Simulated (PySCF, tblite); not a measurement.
Write Cartesian coordinates for `c1(C#N)c([SiH3])cc2[nH]nnc2c1` as optimised with GFN2-xTB.

```xyz
18
C7H6N4Si angstrom
N      2.616    2.428   -1.172
C      1.717    1.795   -0.843
C      0.605    1.021   -0.439
C     -0.656    1.589   -0.511
C     -1.724    0.796   -0.106
N     -3.068    1.028   -0.046
N     -3.645   -0.003    0.394
N     -2.749   -0.970    0.650
C     -1.498   -0.528    0.354
C     -0.225   -1.079    0.418
C      0.843   -0.302    0.019
Si     2.616   -0.971    0.074
H     -0.807    2.597   -0.864
H     -3.042   -1.865    1.009
H     -0.072   -2.088    0.770
H      3.399   -0.139    0.984
H      3.159   -0.959   -1.282
H      2.520   -2.342    0.580
```

Any rigid rotation of these coordinates is as good. Atoms count from 1 in this order. The C–C distances run from 1.379 Å (C10–C11, aromatic) to 1.420 Å (C3–C11, aromatic), a spread of 0.041 Å. Of the pairs four or more bonds apart, N1···Si12 is among the closest relative to their van der Waals radii: 3.62 Å, 99 % of the sum of Bondi's values. The 5-membered ring C5–N6–N7–N8–C9 has internal angles of 103.2° to 110.5° (sum 540°, against 540° for a flat polygon); it is planar, 0.00 Å rms from its mean plane, widest ring torsion 0°. The 12 heavy atoms lie in one plane (0.001 Å rms).

Bonds between heavy atoms (Å): N1≡C2 1.147, C2–C3 1.414, C3–C4 1.385, C4–C5 1.391, C5–N6 1.365, N6–N7 1.261, N7–N8 1.342, N8–C9 1.360, C9–C10 1.389, C10–C11 1.379, C11–Si12 1.896, C3–C11 1.420, C5–C9 1.420.

Structure optimised with GFN2-xTB, isolated species.

Point group: Cs (every atom within 0.08 Å of its image). Its GFN2-xTB frequencies are all real (lowest 83 cm⁻¹).

The numbers are calculated, not measured.
